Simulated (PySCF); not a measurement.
Exercise with solution: chemical shift, span and skew from a shielding tensor

CH8ClNSi2, SMILES C[SiH2]N[SiH2]Cl. Atoms are numbered in the order given.

```xyz
13

Si     1.1228     0.0210    -0.8114
Cl     1.5478     1.4193     0.6919
N      0.1077    -1.2542    -0.2504
Si    -1.5657    -1.1615     0.2872
C     -2.2104     0.5635    -0.0714
H      0.4642     0.7943    -1.8910
H      2.4128    -0.5648    -1.2540
H      0.6053    -2.1066     0.0011
H     -1.6535    -1.4598     1.7489
H     -2.3860    -2.1901    -0.4212
H     -3.2443     0.6653     0.2950
H     -1.5918     1.3240     0.4309
H     -2.2105     0.7758    -1.1521
```

Geometry optimised at B3LYP-D3(BJ)/def2-SVP. This is a generated structure with no PubChem entry under its InChIKey; it may be hypothetical. The values are those of a single conformer.

GIAO shieldings from HF/pcSseg-1 run with PySCF, non-relativistic, no solvent. The symmetric part of the tensor of Si1 has the principal values 384.9, 427.7, 443.3 ppm. The same nucleus in TMS has σ = 393.8 ppm at this level (PySCF, at its B3LYP-D3(BJ)/def2-TZVP geometry). Without spin–orbit terms, shifts of atoms bonded to Cl or Br come out too high.

Question: Work out the isotropic shielding, the ²⁹Si shift against TMS, the span and the skew.

Answer: 
σ(iso) = (σ11 + σ22 + σ33)/3 = 418.6 ppm. δ = σ(ref) − σ(iso) = 393.8 − (418.6) = -24.8 ppm.
Span Ω = σ33 − σ11 = 58.4 ppm. Skew κ = 3(σ(iso) − σ22)/Ω = -0.47. Tumbling in solution averages the tensor to δ; in a static solid the shielding alone would spread this spin-1/2 line over Ω.
